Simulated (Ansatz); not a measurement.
Consider the atomization: `C[NH][AlH][Cl]` → Al• + C• + Cl• + 5 H• + N•.

Isolated molecules relaxed with PBE0-D4/def2-TZVP in Ansatz; ΔE leaves out vibrations. CBS: MP2 limit from def2 TZ/QZ plus the TZ coupled-cluster correction, frozen cores. This one scheme is used for every species, atoms too. Functionals use def2-TZVPP. Open shells (•) are unrestricted, without spin–orbit coupling. Spin–orbit coupling would lower the free atoms: a little for Al, C, Cl. Each species was taken in one conformer, which may not be the lowest.

Q: What is ΔE at CCSD(T)/CBS? (An estimate is asked.)

A: Computed: +3101.2 kJ/mol.

Q: What do these levels give: revPBE-D4, r2SCAN0-D4, B2PLYP, PBE-QIDH, BLYP, LC-ωPBE, HF/def2-SVP, HF/def2-TZVPP, HF/def2-QZVPP, SCS-MP2/def2-QZVPP, HF/CBS(def2), CCSD/CBS(def2)? (An estimate is asked.)

A: Computed: revPBE-D4 3059.6, r2SCAN0-D4 3056.8, B2PLYP 3062.6, PBE-QIDH 3069.8, BLYP 3046.4, LC-ωPBE 3081.2, HF/def2-SVP 2283.4, HF/def2-TZVPP 2266.7, HF/def2-QZVPP 2272.4, SCS-MP2/def2-QZVPP 3113.1, HF/CBS(def2) 2273.2, CCSD/CBS(def2) 3059.9 kJ/mol.

Largest T1 diagnostic among the species: 0.018.

From PBE to PBE0 (25 % exact exchange), in def2-TZVPP and without D4, ΔE moves by −40.1 kJ/mol: exact exchange takes away binding that semilocal exchange gives to molecules. Leaving LDA and LC-ωPBE aside and taking each functional with its dispersion term where it has one, the values, not all of them listed here, spread over 108.1 kJ/mol, from BHLYP-D4 to PBE-D4. LDA lies +378.1 kJ/mol from PBE without D4, its usual overbinding. The D4 term adds +26.8 kJ/mol with B3LYP and +14.1 kJ/mol with PBE0; it sums over pairs of atoms, weighted by their polarisabilities, and B3LYP, whose exchange is more repulsive, gets the larger term.

B3LYP here is the variant with VWN-RPA as its local correlation; programs differ in this.

For atomizations the MP2-based limit and the directly extrapolated one differ by several kJ/mol either way, and by 10 to 25 for some Ge, Se and Sn compounds, so smaller differences from it don't rank the levels.
